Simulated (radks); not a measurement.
Task: All-electron atom: Ni16+ in [Ne] 3s2 (the NIST ground configuration). Method: scalar-relativistic Kohn-Sham, r2SCAN, spin-unpolarised, spherical densities, finite nucleus; meta-GGA in the generalised Kohn-Sham scheme; Fermi nuclear charge, rms radius 3.7757 fm; computed with a radial shooting solver on a logarithmic mesh with Libxc functionals. Some entries of the table are withheld. Estimate them.

orbital  occ.  eigenvalue (eV)  <r^2> (bohr^2)  <r> (bohr)
1s          2        -8809.985        0.003933     0.05407
2s          2        -1537.088             (1)      0.2411
2p          6              (2)         0.05470      0.2116
3s          2        -554.6309          0.4342         (3)
3p          0              (4)          0.4270      0.6096
4s          0        -268.9602           1.514       1.157

Result: 
(1) 2s <r^2> (bohr^2): 0.06843
(2) 2p eigenvalue (eV): -1401.212
(3) 3s <r> (bohr): 0.6187
(4) 3p eigenvalue (eV): -512.0035
